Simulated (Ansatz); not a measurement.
Stepwise reaction of `[NH2][Al]([NH2])[Cl]` with methanol, as a gas-phase model of exchange steps in deposition or etching. ΔE in kJ/mol.

Gas-phase electronic energies from Ansatz, PBE0-D4/def2-TZVP geometries. CCSD(T)/CBS is the MP2 limit (def2-TZVPP, def2-QZVPP) plus CCSD(T) − MP2 in def2-TZVPP, frozen cores. This one scheme is used for every species. DFT in def2-TZVPP. B3LYP here is the variant with VWN-RPA as its local correlation; programs differ in this. Each species was taken in one conformer, which may not be the lowest.

```json
{"step": "1", "reaction": "`[NH2][Al]([NH2])[Cl]` + CH₃OH → `C[O][Al]([NH2])[Cl]` + NH₃", "PBE-D4": "-44.1", "B3LYP-D4": "-48.3", "ωB97M-V": "-45.5", "CCSD(T)/CBS": "-45.2"}
```

Problem. Give the row of step 2, `C[O][Al]([NH2])[Cl]` + CH₃OH → `C[O][Al]([Cl])[O]C` + NH₃. (Best estimate.)

Solution. Ansatz gave: 
| step | reaction | PBE-D4 | B3LYP-D4 | ωB97M-V | CCSD(T)/CBS |
| --- | --- | --- | --- | --- | --- |
| 2 | `C[O][Al]([NH2])[Cl]` + CH₃OH → `C[O][Al]([Cl])[O]C` + NH₃ | -36.1 | -40.6 | -37.8 | -38.6 |

Problem. By hand: ΔE of the 2 steps together at CCSD(T)/CBS.

Solution. (-45.2) + (-38.6) = -83.8 kJ/mol, or -41.9 kJ/mol a step.

In ΔE each step is higher than the one before. All are downhill at CCSD(T)/CBS. PBE-D4 differs from CCSD(T)/CBS by 1.1 to 2.5 kJ/mol a step. Isolated molecules leave out the surface, adducts and barriers. Largest T1 diagnostic: 0.011.
